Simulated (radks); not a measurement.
Trend from Rb to Xe: ionisation energy by Delta-SCF between NIST ground configurations, and size. Method: Dirac Kohn-Sham, BLYP, spin-unpolarised, spherical densities, point nucleus; open shells fill j = l - 1/2 first; computed with a radial shooting solver on a logarithmic mesh with Libxc functionals.

Rb: configuration [Kr] 5s1; configuration of the ion [Kr]; IE (eV) 4.193; NIST (eV) 4.177; kind exp.; -e(HOMO) (eV) 2.166 (5s1/2); outermost 5s1/2; <r> outermost (bohr) 5.17; r at 0.001 e/bohr^3 (bohr) 4.54
Sr: configuration [Kr] 5s2; configuration of the ion [Kr] 5s1; IE (eV) 5.809; NIST (eV) 5.695; kind exp.; -e(HOMO) (eV) 3.376 (5s1/2); outermost 5s1/2; <r> outermost (bohr) 4.31; r at 0.001 e/bohr^3 (bohr) 5.23
Zr: configuration [Kr] 4d2 5s2; configuration of the ion [Kr] 4d2 5s1; IE (eV) 7.047; NIST (eV) 6.634; kind exp.; -e(HOMO) (eV) 3.467 (4d3/2); outermost 5s1/2; <r> outermost (bohr) 3.73; r at 0.001 e/bohr^3 (bohr) 5.08
Nb: configuration [Kr] 4d4 5s1; configuration of the ion [Kr] 4d4; IE (eV) 6.641; NIST (eV) 6.759; kind exp.; -e(HOMO) (eV) 2.939 (4d3/2); outermost 5s1/2; <r> outermost (bohr) 3.74; r at 0.001 e/bohr^3 (bohr) 4.83
Mo: configuration [Kr] 4d5 5s1; configuration of the ion [Kr] 4d5; IE (eV) 6.914; NIST (eV) 7.092; kind exp.; -e(HOMO) (eV) 3.490 (4d5/2); outermost 5s1/2; <r> outermost (bohr) 3.60; r at 0.001 e/bohr^3 (bohr) 4.72
Tc: configuration [Kr] 4d5 5s2; configuration of the ion [Kr] 4d5 5s1; IE (eV) 8.105; NIST (eV) 7.119; kind exp.; -e(HOMO) (eV) 4.941 (5s1/2); outermost 5s1/2; <r> outermost (bohr) 3.31; r at 0.001 e/bohr^3 (bohr) 4.76
Ru: configuration [Kr] 4d7 5s1; configuration of the ion [Kr] 4d7; IE (eV) 7.355; NIST (eV) 7.361; kind exp.; -e(HOMO) (eV) 4.232 (5s1/2); outermost 5s1/2; <r> outermost (bohr) 3.39; r at 0.001 e/bohr^3 (bohr) 4.52
Rh: configuration [Kr] 4d8 5s1; configuration of the ion [Kr] 4d8; IE (eV) 7.541; NIST (eV) 7.459; kind exp.; -e(HOMO) (eV) 4.313 (5s1/2); outermost 5s1/2; <r> outermost (bohr) 3.31; r at 0.001 e/bohr^3 (bohr) 4.43
Pd: configuration [Kr] 4d10; configuration of the ion [Kr] 4d9; IE (eV) 8.890; NIST (eV) 8.337; kind exp.; -e(HOMO) (eV) 3.859 (4d5/2); outermost 4d5/2; <r> outermost (bohr) 1.61; r at 0.001 e/bohr^3 (bohr) 4.11
Ag: configuration [Kr] 4d10 5s1; configuration of the ion [Kr] 4d10; IE (eV) 7.873; NIST (eV) 7.576; kind exp.; -e(HOMO) (eV) 4.455 (5s1/2); outermost 5s1/2; <r> outermost (bohr) 3.16; r at 0.001 e/bohr^3 (bohr) 4.27
Cd: configuration [Kr] 4d10 5s2; configuration of the ion [Kr] 4d10 5s1; IE (eV) 9.320; NIST (eV) 8.994; kind exp.; -e(HOMO) (eV) 5.650 (5s1/2); outermost 5s1/2; <r> outermost (bohr) 2.90; r at 0.001 e/bohr^3 (bohr) 4.39
In: configuration [Kr] 4d10 5s2 5p1; configuration of the ion [Kr] 4d10 5s2; IE (eV) 5.566; NIST (eV) 5.786; kind exp.; -e(HOMO) (eV) 2.585 (5p1/2); outermost 5p1/2; <r> outermost (bohr) 3.65; r at 0.001 e/bohr^3 (bohr) 4.62
Sn: configuration [Kr] 4d10 5s2 5p2; configuration of the ion [Kr] 4d10 5s2 5p1; IE (eV) 7.025; NIST (eV) 7.344; kind exp.; -e(HOMO) (eV) 3.729 (5p1/2); outermost 5p1/2; <r> outermost (bohr) 3.18; r at 0.001 e/bohr^3 (bohr) 4.70
Sb: configuration [Kr] 4d10 5s2 5p3; configuration of the ion [Kr] 4d10 5s2 5p2; IE (eV) 7.841; NIST (eV) 8.608; kind exp.; -e(HOMO) (eV) 4.379 (5p3/2); outermost 5p3/2; <r> outermost (bohr) 3.00; r at 0.001 e/bohr^3 (bohr) 4.70
Te: configuration [Kr] 4d10 5s2 5p4; configuration of the ion [Kr] 4d10 5s2 5p3; IE (eV) 9.200; NIST (eV) 9.010; kind exp.; -e(HOMO) (eV) 5.463 (5p3/2); outermost 5p3/2; <r> outermost (bohr) 2.74; r at 0.001 e/bohr^3 (bohr) 4.63
I: configuration [Kr] 4d10 5s2 5p5; configuration of the ion [Kr] 4d10 5s2 5p4; IE (eV) 10.557; NIST (eV) 10.451; kind exp.; -e(HOMO) (eV) 6.558 (5p3/2); outermost 5p3/2; <r> outermost (bohr) 2.53; r at 0.001 e/bohr^3 (bohr) 4.54
Xe: configuration [Xe]; configuration of the ion [Kr] 4d10 5s2 5p5; IE (eV) 11.921; NIST (eV) 12.130; kind exp.; -e(HOMO) (eV) 7.671 (5p3/2); outermost 5p3/2; <r> outermost (bohr) 2.36; r at 0.001 e/bohr^3 (bohr) 4.44

Reference values: NIST Atomic Spectra Database (exp. = measured, semi-emp. = semi-empirical, theory = theoretical value adopted there). Spin polarisation and multiplet splitting are left out, so open shells lie too high by an amount that depends on their filling.

Beside tabulated values, note that spin-unpolarised runs miss the spin-polarisation part of the exchange energy of open shells.
